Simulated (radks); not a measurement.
Excited configurations of Al I: one electron is placed in a higher orbital outside [Ne] 3s2. The ground configuration is [Ne] 3s2 3p1. Calculated with a radial shooting solver on a logarithmic mesh with Libxc functionals: scalar-relativistic Kohn-Sham, r2SCAN, spin-polarised, spherical densities, finite nucleus; open shells are filled with parallel spins first; meta-GGA in the generalised Kohn-Sham scheme; Fermi nuclear charge, rms radius 3.061 fm. Excitation = E - E(ground); binding = E(ion) - E, where the ion is the core of charge +1; n* = 1/sqrt(2 binding) in atomic units, and the quantum defect is n - n*.

outer orbital  excitation (eV)  binding (eV)     n*  <r> (bohr)
3d                       4.242         1.656  2.867       9.024
4p                       3.886         2.012  2.600       9.699
4d                       4.862         1.036  3.624       17.49
5s                       4.552         1.346  3.179       15.45

The Delta-SCF ionisation energy is 5.898 eV (NIST Atomic Spectra Database: 5.986 eV, measured). Self-interaction in the functional shifts the binding energies and quantum defects, so they are the method's values and not measured ones. Open shells are spherical and high-spin; term and fine-structure splittings are not resolved.
